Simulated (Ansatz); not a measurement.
One geometry of NbF₄, several levels of theory.

```yaml
crystal:
  periodic: [false, false, false]
  atoms:
    - {symbol: Nb, position_ang: [0.000003, 0.000002, -0.000001]}
    - {symbol: F, position_ang: [0.189412, -0.321374, 1.818213]}
    - {symbol: F, position_ang: [1.774556, 0.315273, -0.443429]}
    - {symbol: F, position_ang: [-0.802501, 1.386303, -0.937668]}
    - {symbol: F, position_ang: [-1.161470, -1.380205, -0.437114]}
basis:
  gaussian: {orbitals: def2-TZVP, initial_orbitals: start.molden}
magnetization: {spin_polarized: true, initial_magnetization: 1}
hamiltonian: {xc: {name: wB97M-V}}
scf: {omitted_lower_state_checks: [starts]}
output: {orbitals: {seedname: orbitals}}
```

The file start.molden holds the orbitals of an earlier run on this structure, at another level or in another basis.

```sh
$ ansatz run in.yaml --threads 4 --pin off --events-out ev --progress --plain --max-ram 4787MiB
```

It prints (some lines left out):

```
Functional definition: wB97M-V
966 factors; their error is unknown
197 factors; integrals over basis functions are off by at most 9.1e-6 eV
mean field evaluation 1: about -12424.5028 eV, gradient 9.1e0 eV
mean field evaluation 2: about -12424.5746 eV, gradient 1.4e-1 eV
mean field evaluation 4: about -12424.6152 eV, gradient 4.4e-4 eV
mean field evaluation 8: about -12424.6152 eV, gradient 1.6e-5 eV
mean field -12424.61523921 eV, -456.5961883342 hartree, gradient 1.6e-5 eV, S^2 0.751525; 0 other end points of the search recorded, 0 dependent functions left out
reference -12424.61532097 eV, -456.5961913390 hartree; 25, 24 occupied and 139, 140 virtual orbitals, 966 factors
Total energy: -12424.61532097 eV, -456.5961913390 hartree
Checks for a lower state left out: starts
```

Hardware: 4 threads of Arm Neoverse V1 on a shared host. Wall time 9.5 s, peak host memory 0.68 GiB.

First input, but with `hamiltonian: {xc: pbe}`, `correlation: {method: rpa}` and without the key `output` (abridged; 4.2 s):

```
Functional definition: PBE
mean field -12420.33880444 eV, -456.4390322552 hartree, gradient 2.6e-6 eV, S^2 0.751372
4 core orbitals not correlated: weight in the atoms' cores, before any rotation towards them, 1.000 or more for the frozen orbitals, at most 0.000 for the correlated occupied ones
Total energy: -12420.79796544 eV, -456.4559061107 hartree
Checks for a lower state left out: starts
```

As the first input, with `hamiltonian: {xc: pbe0, dispersion: d4}`, `output: {forces: true, orbitals: {seedname: orbitals}}` (abridged; 3.3 s):

```
Functional definition: PBE0
mean field -12418.86321284 eV, -456.3848052640 hartree, gradient 1.1e-5 eV, S^2 0.751602
Total energy: -12418.93577465 eV, -456.3874718612 hartree
Atom 0 force    -0.000000    -0.000001     0.000000 eV/Å
Atom 1 force    -0.011942     0.020898     0.002702 eV/Å
Atom 2 force    -0.001659    -0.020845    -0.012212 eV/Å
Atom 3 force    -0.005179     0.008875     0.021927 eV/Å
Atom 4 force     0.018781    -0.008927    -0.012419 eV/Å
Dipole moment:     0.000002     0.000004    -0.000003 e Å
Checks for a lower state left out: starts
```

The first input with `hamiltonian: {xc: lda}` (abridged; 1.1 s):

```
Functional definition: SPW92
mean field -12358.05343732 eV, -454.1500872320 hartree, gradient 1.0e-5 eV, S^2 0.751148
Total energy: -12358.05350323 eV, -454.1500896543 hartree
Checks for a lower state left out: starts
```

First input, but with `hamiltonian: {xc: r2scan, dispersion: d4}` (abridged; 4.5 s):

```
Functional definition: r2SCAN
mean field -12426.32868682 eV, -456.6591563725 hartree, gradient 1.1e-5 eV, S^2 0.751988
Total energy: -12426.34869244 eV, -456.6598915655 hartree
Checks for a lower state left out: starts
```

First input, but with `correlation: {method: ccsd_t}`, `scf: {omitted_lower_state_checks: [starts, cluster_reference]}` and without the key `hamiltonian` (abridged; 90 s):

```
Functional definition: HF
mean field -12369.11290438 eV, -454.5565151500 hartree, gradient 3.4e-6 eV, S^2 0.753309
4 core orbitals not correlated: weight in the atoms' cores, before any rotation towards them, 1.000 or more for the frozen orbitals, at most 0.000 for the correlated occupied ones
second order -36.98474736 eV of doubles, -0.00000000 eV of singles
cycle   1  -35.37359295 eV  change     1.6e0 eV  update   1.9e-1
cycle   2  -36.32292019 eV  change   -9.5e-1 eV  update   9.2e-2
cycle   3  -36.56215509 eV  change   -2.4e-1 eV  update   3.3e-2
cycle   4  -36.55878405 eV  change    3.4e-3 eV  update   1.2e-2
cycle   5  -36.53976908 eV  change    1.9e-2 eV  update   4.5e-3
cycle   6  -36.54200797 eV  change   -2.2e-3 eV  update   2.3e-3
cycle   7  -36.54385505 eV  change   -1.8e-3 eV  update   9.3e-4
cycle   8  -36.54382085 eV  change    3.4e-5 eV  update   3.6e-4
cycle   9  -36.54390701 eV  change   -8.6e-5 eV  update   1.3e-4
cycle  10  -36.54393712 eV  change   -3.0e-5 eV  update   4.3e-5
perturbative correction -1.29693135 eV, -0.0476613482 hartree
Total energy: -12406.95377286 eV, -455.9471414171 hartree
Checks for a lower state left out: starts, cluster_reference
```

The first input with `gaussian: {orbitals: def2-SVP, initial_orbitals: start.molden}`, `hamiltonian: {xc: pbe, dispersion: d4}` (abridged; 1.2 s):

```
Functional definition: PBE
mean field -12406.68197853 eV, -455.9371531598 hartree, gradient 1.6e-5 eV, S^2 0.751315
Total energy: -12406.76820782 eV, -455.9403220280 hartree
Checks for a lower state left out: starts
```

Geometry: PBE0-D4/def2-SVP.

In the def2 sets Nb takes a core potential; there is no spin–orbit coupling. Correlated methods freeze 4 core orbitals; core or outer-core shells of Nb are correlated, in sets that lack core-valence functions.
